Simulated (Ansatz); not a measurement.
Geometry optimisation, Ansatz 0.2.0, RKS PBE/def2-SVP.

The input (input.yaml):

```yaml
crystal:
  periodic: [false, false, false]
  atoms:
    - { symbol: Zr, position_ang: [0.0, 0.0, 0.0] }
    - { symbol: F, position_ang: [0.0, 0.0, 1.98] }
    - { symbol: O, position_ang: [1.952, 0.0, -0.6893] }
    - { symbol: H, position_ang: [2.2684, -0.9521, -0.806] }
    - { symbol: O, position_ang: [-0.975, 1.6891, -0.6893] }
    - { symbol: H, position_ang: [-1.9328, 1.4584, -0.9117] }
    - { symbol: "N", position_ang: [-1.0409, -1.8034, -0.7359] }
    - { symbol: H, position_ang: [-1.5759, -2.4197, -0.0595] }
    - { symbol: H, position_ang: [-1.0055, -2.0526, -1.7656] }
basis:
  gaussian: { orbitals: def2-SVP }
hamiltonian:
  xc: pbe
relax:
  f_tol: 0.02
  max_steps: 40
```

Command:

```bash
$ ansatz run input.yaml --threads 4 --pin off --max-ram 5120MiB --backend cpu --events-out ev --progress --plain --runs-dir out
```

Question: Where does it end, and by what steps?

Answer: The run converged. After 16 steps the energy has fallen by 0.909 eV; H4 moved furthest, 0.97 Å.

```csv
step,energy less start (eV),largest force component (eV/Å),accepted
0,0.0000,2.088,yes
1,-0.4125,2.516,yes
2,-0.6881,1.064,yes
3,-0.7466,0.574,yes
4,-0.8029,0.217,yes
5,-0.8470,0.088,yes
6,-0.8492,0.090,yes
7,-0.8798,0.113,yes
8,-0.8596,0.772,no
9,-0.8880,0.143,yes
10,-0.8980,0.090,yes
11,-0.9066,0.049,yes
12,-0.9032,0.261,no
13,-0.9084,0.026,yes
14,-0.9085,0.088,yes
15,-0.9087,0.045,yes
16,-0.9087,0.009,yes
```

```xyz
9
Properties=species:S:1:pos:R:3
Zr -0.069 -0.225 0.011
F -0.099 -0.204 1.948
O 1.712 -0.372 -0.735
H 2.560 -0.072 -1.090
O -0.968 1.397 -0.557
H -1.582 2.012 -0.977
N -1.084 -1.883 -0.628
H -2.021 -2.171 -0.322
H -0.759 -2.562 -1.326
```

Whether the end is a true minimum wasn't checked by a vibrational analysis.

Time of the run: 24 s on 4 threads of Arm Neoverse V1, with other jobs on the host, peak memory 0.16 GiB.
